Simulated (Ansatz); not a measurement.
Species: CH₂BCl₂O, charge 0, multiplicity 2. It need not be the lowest isomer of its formula. SMILES: [CH2]OB(Cl)Cl
Structure (B3LYP-D3(BJ)/def2-TZVP (Ansatz, a quantum-chemistry and plane-wave program) minimum search):
```xyz
7

B      0.0440    -0.1428     0.0315
Cl     0.3084     1.5664    -0.3128
Cl     1.4105    -1.2070     0.3091
O     -1.1924    -0.6794     0.0920
C     -2.3776    -0.0485    -0.0881
H     -3.2464    -0.6760     0.0064
H     -2.3897     1.0068    -0.3079
```
Charge 0, spin multiplicity 2.

Wanted: atomisation energy (electronic, to ground-state atoms), in kcal/mol. Valence correlation only, unless marked. Open shells are spin-unrestricted. No spin-orbit coupling. No relativistic terms. The coupled-cluster limit lacks core correlation, which all-electron functionals hold. CBS(X,Y): correlation extrapolated as X^-3; Hartree-Fock from the larger set. [CCSD(T)-MP2]/basis is that difference in the basis named.

| level | program | atomisation energy (kcal/mol) |
|---|---|---|
| BLYP-D4/def2-TZVPD | Ansatz + dftd4 | 639.6 |
| revPBE-D4/def2-TZVPD | Ansatz + dftd4 | 643.8 |

Problem. What does RI-MP2/CBS(cc-pV(T+d)Z,cc-pV(Q+d)Z)+[CCSD(T)-MP2]/cc-pV(T+d)Z (Ansatz) give?

Solution. 636.7 kcal/mol, so revPBE-D4/def2-TZVPD differs from it by 7.1 kcal/mol.
